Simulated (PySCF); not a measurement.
**Excitation energy of Xe⁺ by level of theory**

Xe⁺ [Kr] 4d10 5s2 5p5 (2P) → Xe⁺ [Kr] 4d10 5s1 5p5 6s1 (4P), as a difference of total energies. Calculation: PySCF 2.14, in dyall-av2z; no relativity, point nucleus. Correlated levels: valence: [Kr] 4d10 frozen; virtual orbitals above 40 to 60 times the deepest correlated orbital energy dropped. The calculations carry no spin-orbit coupling.

| method | excitation energy (eV) |
| --- | --- |
| UHF | 23.757 |
| LDA | 22.750 |
| PBE | 22.515 |
| PBE0 | 23.048 |
| r2SCAN | 23.019 |
| revPBE | 22.477 |
| HSE06 | 23.037 |
| r2SCAN0 | 23.317 |
| ROHF | 23.702 |
| MP2 (valence) | 22.449 |
| SCS-MP2 (valence) | 22.279 |

How much does correlation contribute at MP2 (valence)?

22.449 − (23.757) = -1.308 eV, measured against UHF.

A first-order spin-orbit estimate (lowest level to lowest level, LS coupling) adds -0.045 eV.

The upper state lies above the first ionisation limit, where it may autoionise and the basis confines it. A Rydberg-like electron needs more diffuse functions than a valence basis has.

The promoted electron is Rydberg-like, and one or two diffuse shells describe it only roughly, which tends to raise the upper state.

The Hartree-Fock determinant of the upper state isn't an eigenfunction of L²: it has lost the atom's symmetry, so its energy isn't that of a pure term.
